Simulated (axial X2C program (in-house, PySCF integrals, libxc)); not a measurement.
CuH: nuclear properties from DFT to coupled cluster

Calculated with an axial X2C code built on PySCF integrals: two-component X2C with atomic mean-field Coulomb and Gaunt terms, Gaussian nuclei, basis Cu dyall-acv3z, H dyall-av3z with contracted cores.

R = 1.462 Å (near the PBE0 minimum at charge 0 of the determinant lowest at the starting distance; the state shown can have its own minimum elsewhere); state Ω = 0 (closed shell).

```csv
level,qzz Cu (a.u.),qzz H (a.u.),μ (D)
PBE0,0.33,0.12,-2.60
HF,-0.65,0.13,-3.89
B3LYP,0.48,0.12,-2.40
```

qzz is the electric field gradient, eQq0 = 234.96 MHz × Q/barn × qzz; μ is positive if the H end (last atom) is positive. The operators were transformed with the bare-nucleus X2C matrices; with these basis sets, hyperfine constants and field gradients can be off by tens of per cent, and where levels differ in sign neither size nor sign is settled.

Finite-field MP2, CCSD and CCSD(T), with 20 electrons correlated in 130 natural virtual spinors (MP2 remainder added):

| level | qzz Cu (a.u.) | qzz H (a.u.) | μ (D) |
| --- | --- | --- | --- |
| MP2 | -0.01 | 0.13 | -2.66 |
| CCSD | -0.08 | 0.12 | -2.92 |
| CCSD(T) | 0.07 | 0.13 | -2.68 |

T1 = 0.030 (Lee–Taylor). One unrestricted determinant, the lowest of a limited PBE0 search, is the reference; the functionals treat spin collinearly. Correlation of the inner shells is missing, which matters for properties at the nucleus. Number of frozen shells: Cu 2 s, 1 p; H none.

(1) By how much does correlation change each value, CCSD(T) against HF?

## Answers

(1) qzz Cu from -0.65 to 0.07, a change of sign; qzz H 0 %; μ -31 %.
